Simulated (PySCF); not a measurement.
## Assigning NMR signals

Numbering as in the mapped SMILES `[CH2:1]=[C:2]([CH2:3][CH3:4])[O:5][SiH2:6][OH:7]` (H(Xn): hydrogen on atom n). Ha(C1) is cis to C3; Hb(C1) is trans to C3.

- structure optimised with GFN2-xTB
- NMR shieldings at PBE0/pcSseg-1/GIAO
- program: PySCF 2.14.0 with density-fitted response routines
- single conformer, one averaged value for each set of equivalent atoms, no relativistic terms, isolated molecule

Chemical shifts δ = σref − σ; ¹³C, ¹H vs TMS, all at this level.

Question: Assign these signals to the numbered atoms. ¹³C{¹H} NMR (computed): δ 169.6, 92.8, 35.5, 16.1.

Answer: 
| δ (ppm) | atoms | environment | reason |
| --- | --- | --- | --- |
| 169.6 | C2 | alkene carbon bearing oxygen | an sp2 carbon further deshielded by the attached heteroatom |
| 92.8 | C1 | β carbon of an enol-ether or enamine type C=C | the O or N lone pair pushes π density onto this β carbon and shields it |
| 35.5 | C3 | allylic sp3 CH2 | saturated and bonded to C and H only |
| 16.1 | C4 | methyl carbon | saturated and bonded to C and H only |

Question: Assign these signals to the numbered atoms. ¹H NMR (600 MHz, computed): δ 4.85 (s, 2H), 4.44 (m, 1H), 4.43 (m, 1H), 2.12 (q, 2H), 1.95 (br s, 1H), 1.22 (t, 3H).

Answer: 
4.85 → H(Si6), hydrogen on a silicon bonded to 2 O
4.44 → Hb(C1), hydrogen on a β carbon of an enol-ether or enamine type C=C: lone-pair donation from O or N shields it, upfield of ordinary alkene protons
4.43 → Ha(C1), hydrogen on a β carbon of an enol-ether or enamine type C=C
2.12 → H(C3), hydrogen on an allylic sp3 CH2: allylic position
1.95 → H(O7), hydrogen on an oxygen bonded to Si: exchangeable, gas-phase position
1.22 → H(C4), hydrogen on a methyl carbon

Hb(C1) and Ha(C1) lie closer than the usual error of such a calculation, so a measured spectrum could show them in the other order.

OH and NH positions are those of a molecule without intermolecular hydrogen bonds; in solution they move with solvent, concentration and temperature, and exchange usually removes their couplings. Shifts are as computed. Against solution values, carbons near 30 ppm lie about +3 ppm off and those near 130 ppm about +5 ppm. Of 1211 compounds with measured shifts, 218 miss one by over three times the rms of a fit or turn the order of signals round; such compounds aren't used in these exercises. No couplings were computed; multiplicities are counted from neighbouring protons, with m where these are inequivalent, close in shift, in a saturated or five-membered ring or joined by F or P, and br s for small geminal =CH2 splittings.
